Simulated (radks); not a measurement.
The numbers below are computed, except where a source is named.
Species: the boron ion B2+. Configuration: [He] 2s1.

Level of theory: Dirac Kohn-Sham, PBE, spin-unpolarised, spherical densities, finite nucleus; Fermi nuclear charge, rms radius 2.406 fm (a radial shooting solver on a logarithmic mesh with Libxc functionals).

Energy parts (hartree):
part                     energy
total                 -23.36689
kinetic                23.32343
electron-nucleus      -51.06162
Hartree                 7.57326
exchange-correlation   -3.20197

Orbitals (lengths in bohr, moments of r in powers of bohr; <r^-3> diverges for s and p1/2; r(max) is where P^2 peaks):
1s1/2: occ. 2; eigenvalue (hartree) -7.76048; <r> 0.3282; <r^4> 0.05663; r(max) 0.2101
2s1/2: occ. 1; eigenvalue (hartree) -1.15669; <r> 1.640; <r^4> 17.14; r(max) 1.372
2p1/2: occ. 0; eigenvalue (hartree) -0.93692; <r> 1.591; <r^4> 18.51; r(max) 1.261
2p3/2: occ. 0; eigenvalue (hartree) -0.93667; <r> 1.592; <r^4> 18.53; r(max) 1.261; <r^-3> 1.570

The highest occupied level is 2s1/2 at -31.475 eV. The electron density at the nucleus is 72.75 e/bohr^3. For comparison, the ionisation energy in NIST's Atomic Spectra Database is 37.931 eV (measured). In exact Kohn-Sham theory the highest level is minus the ionisation energy, but local and semilocal functionals leave it too shallow, through self-interaction and a potential that decays too fast; potentials with the right tail come closer. The density falls to 0.001 e/bohr^3 at r = 2.88 bohr. Summed over all electrons, <r^2> = 3.450 bohr^2, which gives a Langevin (diamagnetic) susceptibility term of -2.73 x 10^-6 cm^3/mol.

Beside tabulated values, note that spin-unpolarised runs miss the spin-polarisation part of the exchange energy of open shells.
